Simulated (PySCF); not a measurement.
Computed shifts of a molecule CH9NSi2, PBE/pcSseg-1 in PySCF, GIAO, gas phase, atoms alike by connectivity averaged where their shifts nearly agree, in ppm (number of nuclei): ²⁹Si: -42.6 (2). ¹⁵N: 6.6 (1). ¹³C: 40.0 (1). ¹H: 5.10 (6), 3.00 (3). References: ²⁹Si against TMS (σ = 335.4 ppm); ¹⁵N against NH3 (σ = 267.0 ppm); ¹³C against TMS (σ = 182.0 ppm); ¹H against TMS (σ = 31.49 ppm), references at their B3LYP-D3(BJ)/def2-TZVP geometries, non-relativistic. Coordinates come from a ωB97X-D3(BJ)/def2-SVP optimisation. One conformer was computed; it need not be the lowest.

### Question
Pick the molecule that these values belong to.
A) CN[SiH2][SiH3]
B) C[SiH2][SiH2]N
C) CN([SiH3])[SiH3]
D) NC([SiH3])[SiH3]

### Answer
C, CN([SiH3])[SiH3]
